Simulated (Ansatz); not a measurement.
## Molecular dynamics of Li$_{16}$H

The input (input.yaml):

```yaml
accuracy: low
crystal:
  lattice:
    - [6.98, 0.0, 0.0]
    - [0.0, 6.98, 0.0]
    - [0.0, 0.0, 6.98]
  atoms:
    - { symbol: Li, position: [0.0116261, -0.02701386, 0.01877711] }
    - { symbol: Li, position: [0.55539098, 0.02279363, 0.0742263] }
    - { symbol: Li, position: [-0.01261393, 0.48607689, -0.01918942] }
    - { symbol: Li, position: [0.09475374, 0.0706785, 0.47049924] }
    - { symbol: Li, position: [0.23656133, 0.31910172, 0.22602753] }
    - { symbol: Li, position: [0.5283724, 0.49542953, 0.02525626] }
    - { symbol: Li, position: [0.48605219, -0.01949754, 0.47838491] }
    - { symbol: Li, position: [0.81522824, 0.2793974, 0.2013933] }
    - { symbol: Li, position: [-0.0138444, 0.47053468, 0.57386617] }
    - { symbol: Li, position: [0.24051229, 0.71989662, 0.19672289] }
    - { symbol: Li, position: [0.2903255, 0.24293898, 0.75160213] }
    - { symbol: Li, position: [0.50533177, 0.44076363, 0.50730141] }
    - { symbol: Li, position: [0.76809294, 0.74378983, 0.3237199] }
    - { symbol: Li, position: [0.78401403, 0.27814604, 0.78075317] }
    - { symbol: Li, position: [0.30520576, 0.72838086, 0.71008012] }
    - { symbol: Li, position: [0.7070232, 0.73891934, 0.78763722] }
    - { symbol: H, position: [0.79387102, 0.00302233, 0.14626664] }
basis:
  ecutwfc: 420.0
kpoints:
  mp_grid: { grid: [3, 3, 3] }
hamiltonian:
  xc: lda
scf:
  occupations: { method: fermi_dirac, width: 0.15 }
  lower_state_search: "off"
md:
  timestep: 0.75
  n_steps: 100
  ensemble: nvt_langevin
  temperature: 2100.0
  initial_velocities: maxwell_boltzmann
  seed: 560358
  friction: 0.05
```

Command:

```bash
$ ansatz run input.yaml --threads 1 --pin off --max-ram 3072MiB --backend cpu --events-out ev --progress --plain --runs-dir out
```

It goes on from the last frame of an earlier run, with new velocities.

Output, in part (one step line in 2):

```
md step     0: t =     0.00 fs  T =  1976.5 K  F+E_penalty+E_count = -3241.00658673 eV  E_kin = 4.343136 eV  (7 SCF iters)
md step     2: t =     1.50 fs  T =  2063.7 K  F+E_penalty+E_count = -3240.90295688 eV  E_kin = 4.534903 eV  (6 SCF iters)
md step     4: t =     3.00 fs  T =  2536.4 K  F+E_penalty+E_count = -3240.70779913 eV  E_kin = 5.573566 eV  (6 SCF iters)
md step     6: t =     4.50 fs  T =  2369.4 K  F+E_penalty+E_count = -3240.47183460 eV  E_kin = 5.206488 eV  (6 SCF iters)
md step     8: t =     6.00 fs  T =  2346.5 K  F+E_penalty+E_count = -3240.31515964 eV  E_kin = 5.156168 eV  (6 SCF iters)
md step    10: t =     7.50 fs  T =  2166.7 K  F+E_penalty+E_count = -3240.24794469 eV  E_kin = 4.761081 eV  (6 SCF iters)
md step    12: t =     9.00 fs  T =  2244.5 K  F+E_penalty+E_count = -3240.26061748 eV  E_kin = 4.932035 eV  (6 SCF iters)
md step    14: t =    10.50 fs  T =  1935.6 K  F+E_penalty+E_count = -3240.16415453 eV  E_kin = 4.253376 eV  (5 SCF iters)
md step    16: t =    12.00 fs  T =  1750.6 K  F+E_penalty+E_count = -3239.99438220 eV  E_kin = 3.846802 eV  (5 SCF iters)
md step    18: t =    13.50 fs  T =  1592.3 K  F+E_penalty+E_count = -3239.90425727 eV  E_kin = 3.498969 eV  (5 SCF iters)
md step    20: t =    15.00 fs  T =  1432.9 K  F+E_penalty+E_count = -3239.84004704 eV  E_kin = 3.148751 eV  (6 SCF iters)
md step    22: t =    16.50 fs  T =  1674.6 K  F+E_penalty+E_count = -3239.77817245 eV  E_kin = 3.679907 eV  (5 SCF iters)
md step    24: t =    18.00 fs  T =  1536.2 K  F+E_penalty+E_count = -3239.67522438 eV  E_kin = 3.375635 eV  (5 SCF iters)
md step    26: t =    19.50 fs  T =  1824.5 K  F+E_penalty+E_count = -3239.58972332 eV  E_kin = 4.009234 eV  (5 SCF iters)
md step    28: t =    21.00 fs  T =  1806.0 K  F+E_penalty+E_count = -3239.50848262 eV  E_kin = 3.968558 eV  (5 SCF iters)
md step    30: t =    22.50 fs  T =  1679.4 K  F+E_penalty+E_count = -3239.46464459 eV  E_kin = 3.690262 eV  (6 SCF iters)
md step    32: t =    24.00 fs  T =  1687.8 K  F+E_penalty+E_count = -3239.45788504 eV  E_kin = 3.708870 eV  (5 SCF iters)
md step    34: t =    25.50 fs  T =  1794.6 K  F+E_penalty+E_count = -3239.42932609 eV  E_kin = 3.943591 eV  (6 SCF iters)
md step    36: t =    27.00 fs  T =  1782.3 K  F+E_penalty+E_count = -3239.38433919 eV  E_kin = 3.916395 eV  (5 SCF iters)
md step    38: t =    28.50 fs  T =  2067.7 K  F+E_penalty+E_count = -3239.30065276 eV  E_kin = 4.543566 eV  (5 SCF iters)
md step    40: t =    30.00 fs  T =  1885.3 K  F+E_penalty+E_count = -3239.21968019 eV  E_kin = 4.142695 eV  (6 SCF iters)
md step    42: t =    31.50 fs  T =  1731.9 K  F+E_penalty+E_count = -3239.15151372 eV  E_kin = 3.805800 eV  (6 SCF iters)
md step    44: t =    33.00 fs  T =  1801.1 K  F+E_penalty+E_count = -3239.10891773 eV  E_kin = 3.957828 eV  (5 SCF iters)
md step    46: t =    34.50 fs  T =  1787.6 K  F+E_penalty+E_count = -3239.09140419 eV  E_kin = 3.928003 eV  (5 SCF iters)
md step    48: t =    36.00 fs  T =  1573.6 K  F+E_penalty+E_count = -3239.05734219 eV  E_kin = 3.457877 eV  (5 SCF iters)
md step    50: t =    37.50 fs  T =  1307.9 K  F+E_penalty+E_count = -3239.03947853 eV  E_kin = 2.874066 eV  (6 SCF iters)
md step    52: t =    39.00 fs  T =  1352.3 K  F+E_penalty+E_count = -3239.03312393 eV  E_kin = 2.971619 eV  (5 SCF iters)
md step    54: t =    40.50 fs  T =  1312.2 K  F+E_penalty+E_count = -3238.99358013 eV  E_kin = 2.883543 eV  (6 SCF iters)
md step    56: t =    42.00 fs  T =  1507.4 K  F+E_penalty+E_count = -3238.95203716 eV  E_kin = 3.312321 eV  (5 SCF iters)
md step    58: t =    43.50 fs  T =  1444.7 K  F+E_penalty+E_count = -3238.96580119 eV  E_kin = 3.174694 eV  (5 SCF iters)
md step    60: t =    45.00 fs  T =  1394.9 K  F+E_penalty+E_count = -3239.03347147 eV  E_kin = 3.065165 eV  (6 SCF iters)
md step    62: t =    46.50 fs  T =  1474.1 K  F+E_penalty+E_count = -3239.08145780 eV  E_kin = 3.239315 eV  (5 SCF iters)
md step    64: t =    48.00 fs  T =  1533.5 K  F+E_penalty+E_count = -3239.13860302 eV  E_kin = 3.369708 eV  (5 SCF iters)
md step    66: t =    49.50 fs  T =  1634.2 K  F+E_penalty+E_count = -3239.22366552 eV  E_kin = 3.591007 eV  (5 SCF iters)
md step    68: t =    51.00 fs  T =  1833.8 K  F+E_penalty+E_count = -3239.29136027 eV  E_kin = 4.029528 eV  (5 SCF iters)
md step    70: t =    52.50 fs  T =  1720.9 K  F+E_penalty+E_count = -3239.33340475 eV  E_kin = 3.781624 eV  (6 SCF iters)
md step    72: t =    54.00 fs  T =  1529.3 K  F+E_penalty+E_count = -3239.30771238 eV  E_kin = 3.360619 eV  (5 SCF iters)
md step    74: t =    55.50 fs  T =  1479.3 K  F+E_penalty+E_count = -3239.32097067 eV  E_kin = 3.250537 eV  (5 SCF iters)
md step    76: t =    57.00 fs  T =  1421.3 K  F+E_penalty+E_count = -3239.38087187 eV  E_kin = 3.123116 eV  (5 SCF iters)
md step    78: t =    58.50 fs  T =  1155.8 K  F+E_penalty+E_count = -3239.43362326 eV  E_kin = 2.539723 eV  (5 SCF iters)
md step    80: t =    60.00 fs  T =  1118.4 K  F+E_penalty+E_count = -3239.52192136 eV  E_kin = 2.457628 eV  (6 SCF iters)
md step    82: t =    61.50 fs  T =  1450.7 K  F+E_penalty+E_count = -3239.66821226 eV  E_kin = 3.187875 eV  (5 SCF iters)
md step    84: t =    63.00 fs  T =  1780.3 K  F+E_penalty+E_count = -3239.79020775 eV  E_kin = 3.912067 eV  (5 SCF iters)
md step    86: t =    64.50 fs  T =  2331.7 K  F+E_penalty+E_count = -3239.86739496 eV  E_kin = 5.123798 eV  (5 SCF iters)
md step    88: t =    66.00 fs  T =  2263.8 K  F+E_penalty+E_count = -3239.87237857 eV  E_kin = 4.974506 eV  (5 SCF iters)
md step    90: t =    67.50 fs  T =  2450.3 K  F+E_penalty+E_count = -3239.78408013 eV  E_kin = 5.384427 eV  (6 SCF iters)
md step    92: t =    69.00 fs  T =  2075.6 K  F+E_penalty+E_count = -3239.62419869 eV  E_kin = 4.560861 eV  (5 SCF iters)
md step    94: t =    70.50 fs  T =  1437.9 K  F+E_penalty+E_count = -3239.41422647 eV  E_kin = 3.159585 eV  (5 SCF iters)
md step    96: t =    72.00 fs  T =  1246.2 K  F+E_penalty+E_count = -3239.26453172 eV  E_kin = 2.738326 eV  (5 SCF iters)
md step    98: t =    73.50 fs  T =  1271.8 K  F+E_penalty+E_count = -3239.25414164 eV  E_kin = 2.794676 eV  (5 SCF iters)
md step   100: t =    75.00 fs  T =  1413.8 K  F+E_penalty+E_count = -3239.42453331 eV  E_kin = 3.106749 eV  (6 SCF iters)
```

All steps were run. The mean temperature of the second half is 25 % below the set value. A run of 0.075 ps of so small a system gives no equilibrium averages. Limits of this set-up: coarse k mesh, odd electron count without spin, low accuracy level.

Mean squared displacements from the first frame to the last, about the centre of mass: Li 0.49 Å², H 9.71 Å².

Last frame:

```xyz
17
Lattice="6.9800 0.0000 0.0000 0.0000 6.9800 0.0000 0.0000 0.0000 6.9800" Properties=species:S:1:pos:R:3
Li -0.004 0.117 -0.002
Li 4.840 0.038 1.272
Li 0.393 3.457 -0.113
Li -0.294 0.209 4.207
Li 1.483 1.801 1.886
Li 3.648 3.826 0.297
Li 3.577 0.069 3.754
Li 5.705 2.451 1.034
Li -0.033 2.665 3.690
Li 1.701 5.693 1.412
Li 2.515 1.126 5.950
Li 3.404 2.750 3.861
Li 5.259 4.730 2.265
Li 5.312 2.046 5.485
Li 1.378 4.599 4.537
Li 4.962 5.283 5.703
H 3.888 -2.603 1.963
```

Run time: 31 min on 1 thread of Arm Neoverse N1 (shared host), peak memory 0.64 GiB.
